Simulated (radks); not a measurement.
Ho31+, configuration [Kr].

All-electron calculation, scalar-relativistic Kohn-Sham, PBE, spin-unpolarised, spherical densities, point nucleus. Program: a radial shooting solver on a logarithmic mesh with Libxc functionals.

Energy parts (eV):
| part | energy |
|---|---|
| total | -329631.25 |
| kinetic | 357705.58 |
| electron-nucleus | -762841.25 |
| Hartree | 81635.78 |
| exchange-correlation | -6131.37 |

Orbitals (lengths in bohr, moments of r in powers of bohr):
orbital  occ.  eigenvalue (eV)      <r^2>
1s          2        -56677.15  0.0005881
2s          2        -10460.93   0.009153
2p          6        -9402.268   0.007427
3s          2        -3209.768    0.05911
3p          6        -2885.870    0.05909
3d         10        -2483.211    0.04881
4s          2        -1415.234     0.2476
4p          6        -1296.071     0.2633

The highest occupied level is 4p at -1296.1 eV. Summed over all electrons, <r^2> = 3.100 bohr^2, which gives a Langevin (diamagnetic) susceptibility term of -2.45 x 10^-6 cm^3/mol.
